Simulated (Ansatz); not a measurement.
Frontier orbitals of C$_{2}$H$_{4}$Ge, SMILES `[CH]1=[CH][GeH2]1`.

The species carries charge 0 and has multiplicity 1. Correlated methods include outer-core shells of Ge, which these sets cover unevenly. Scalar relativity is left out up to krypton. The structure was optimised at the PBE0-D4/def2-TZVP level. Basis def2-TZVPP, Ansatz 0.2.0.

Orbital energies of one run (eV). Highest occupied ones, from the top: -6.97, -7.99, -9.38, -10.31, -13.00, -15.07, -15.35, -22.18, -33.41, -33.45, -33.48, -33.49, -33.55, -120.61. Empty: -0.09, 0.26, 0.78, 1.86, 2.70, 3.21.

(1) Which functional gave them?
A. PBE0
B. revPBE
C. ωB97M-V
D. r2SCANh

Answers

(1) A. HOMO energies: PBE0 -6.97, revPBE -5.85, ωB97M-V -9.08, r2SCANh -6.52 eV.
